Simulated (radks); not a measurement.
Values are calculated unless marked as measured or tabulated.
Valence configurations of neutral ytterbium (all share [Xe]). Code: a radial shooting solver on a logarithmic mesh with Libxc functionals. Model: non-relativistic Kohn-Sham, PBE, spin-polarised, spherical densities, point nucleus; open shells are filled with parallel spins first (spin-orbit coupling, left out, can overturn this in heavy ions); relativity is left out, which matters for an element this heavy. Energies are relative to 4f14 6s2; eigenvalues in eV for spin up.

| valence | E (eV) | moment (Bohr magnetons) | e(4f) | e(5d) | e(6p) | e(6s) |
|---|---|---|---|---|---|---|
| 4f14 6s2 | 0.000 | 0 | -7.547 | - | - | -3.604 |
| 4f12 5d2 6s2 | 23.171 | 4 | -23.656 | -4.406 | - | -4.544 |
| 4f12 5d2 6s1 6p1 | 24.960 | 6 | -24.629 | -5.409 | -2.360 | -5.459 |
| 4f12 5d3 6s1 | 22.591 | 6 | -21.149 | -3.102 | - | -4.078 |
| 4f11 5d3 6s2 | 43.536 | 6 | -32.412 | -5.789 | - | -4.777 |
| 4f12 6s2 6p2 | 31.677 | 4 | -31.714 | - | -3.633 | -7.320 |
| 4f14 5d1 6s1 | 1.846 | 2 | -6.267 | -1.164 | - | -3.629 |
| 4f14 6s1 6p1 | 1.870 | 2 | -8.668 | - | -2.134 | -4.602 |
| 4f14 5d2 | 4.324 | 2 | -5.713 | -0.998 | - | - |
| 4f10 5d2 6s2 6p2 | 85.124 | 8 | -50.657 | -13.134 | -3.819 | -7.977 |

NIST lists [Xe] 4f14 6s2 as the ground configuration; this level of theory agrees among the configurations tried. The energies are those of spherical high-spin densities, not of single terms. Relativity is left out, which favours d and f over s occupation in heavy atoms.
